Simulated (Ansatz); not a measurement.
A made-up structure of SiH$_{2}$BrO (charge -1), singlet:

```
atom    x (Å)    y (Å)    z (Å)
  O1  -0.7889  -0.6740  -0.4675
 Si2   0.6217  -0.0487  -0.8503
 Br3   1.1119  -0.5662   1.3823
  H4  -1.2755  -0.2540   0.3458
  H5   0.3308   1.5429  -0.4102
```

It is relaxed with PBE-D4/def2-SVPD and then PBE0-D4/def2-TZVPD (Ansatz 0.2.0). Atoms count as bonded within 1.22 times the sum of their covalent radii (H–H: 0.88 Å). The end point is not checked to be a true minimum.

Q: Does its bonding change? (A judgement: the text doesn't fix the answer.)

A: Computed: No: no bond forms or breaks.

Where it ends: The first stage lowers the energy by 1.02 eV in 9 steps. It ends as SiH₂BrO ([OH][SiH][Br]), total charge -1:
```xyz
5
angstrom
O -0.9823 -0.6377 -0.5806
Si 0.6144 -0.0424 -0.7646
Br 1.4575 -0.5025 1.5293
H -1.4406 -0.2488 0.1677
H 0.3509 1.4314 -0.3519
```

Labels in which every atom is bracketed show which atoms are joined, not bond orders.

For scale, one of the runs: PBE0-D4/def2-TZVPD relaxation, 158 basis functions, launched by `ansatz run in.yaml --threads 2 --pin off --events-out ev --progress --plain --max-ram 4352MiB`. Hardware: 2 CPU threads of an Arm Neoverse V1, shared host. Wall time about 29 s.
